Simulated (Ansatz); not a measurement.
Ansatz results at the PBE0-D4/def2-TZVP geometry: LUMO energy (ωB97M-V/def2-TZVPP) 1.25 eV; HOMO energy (PBE/def2-TZVPP) -6.74 eV; HOMO–LUMO gap (PBE/def2-TZVPP) 4.75 eV.

Each molecule was computed in one conformer, which needn't be the lowest.

**Question.** Which molecule gave them?
A. `CCB(F)S`
B. `[SiH3]OB(Cl)Cl`
C. `BrB(Br)Br`
D. `CB(Cl)OC(C)=O`

**Answer.** D. The others give `[SiH3]OB(Cl)Cl`: 1.48, -7.54, 5.96; `CCB(F)S`: 1.77, -6.80, 5.62; `BrB(Br)Br`: -0.07, -7.01, 4.09.
